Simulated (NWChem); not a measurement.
System: InHOI2; SMILES [OH][In]([I])[I]

The following NWChem deck was run.

```
start job
memory heap 200 mb stack 900 mb global 1100 mb
geometry units angstroms noautoz
  In     0.688013     0.005242     0.000000
  I     -0.596502    -2.327233     0.000000
  I     -0.584055     2.325896     0.000000
  O      2.674041     0.048022     0.000000
  H      3.054576    -0.839499     0.000000
end
basis spherical
  * library def2-svp
end
ecp
  In library def2-ecp
  I library def2-ecp
end
dft
  xc r2scan0
  iterations 150
  mulliken
end
task dft energy
```

All runs use the structure optimised with PBE0/def2-SVP. def2 effective core potentials on In, I; no spin-orbit coupling.

Problem. Give the results of this calculation. (r2SCAN0/def2-SVP with def2 effective core potentials on In, I.) Quantities: energy (Ha); highest occupied level (eV); orbital gap (eV); dipole (D).

Solution. 
| Quantity | Result |
|---|---|
| energy (Ha) | -861.59 |
| highest occupied level (eV) | -8.06 |
| orbital gap (eV) | 5.36 |
| dipole (D) | 1.20 |
